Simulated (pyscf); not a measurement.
**H₃Si–S–Sb(Cl)–Cl, singlet**

Gas-phase minimum from PySCF at ωB97X-D3(BJ)/def2-SVP, one conformer. 

```
Si
H 1 1.4825
H 1 1.4844 2 111.44
H 1 1.4876 2 110.85 3 122.30
S 1 2.1610 2 109.96 4 114.70
Sb 5 2.3921 1 101.82 2 36.83
Cl 6 2.3579 5 98.58 1 -61.11
Cl 6 2.3633 7 95.49 2 -54.07
```

Properties at ωB97X-D3(BJ)/def2-SVP:

```yaml
harmonic_wavenumbers_unscaled: 69, 113, 128, 136, 173, 180, 370, 376, 389, 518, 638, 652, 933, 949, 965, 2279, 2293, 2311 cm⁻¹
zero_point_energy: 19.3 kcal/mol
rotational_symmetry_number: 1
Entropy of this conformer at 298 K and 1 atm, rigid rotor and harmonic oscillator, modes under 100 cm⁻¹ raised to 100: 396.6 J/(mol K)
dipole_moment: 1.60 D
```

Single-point totals, which compare only within one level:

```
level                   total energy (hartree)
----------------------  ----------------------
ωB97X-D3(BJ)/def2-TZVP             -1850.46963
PBE/def2-TZVP                      -1849.62506
r²SCAN/def2-TZVP                   -1850.30956
B3LYP-D3(BJ)/def2-TZVP             -1850.49959
PBE0-D3(BJ)/def2-TZVP              -1849.78088
M06-2X/def2-TZVP                   -1850.17375
ωB97M-D3(BJ)/def2-TZVP             -1850.56676
```

Soft torsions are taken as harmonic, which can shift the entropy by several J/(mol K). Elements past Kr carry the def2 core potentials, without spin-orbit coupling.
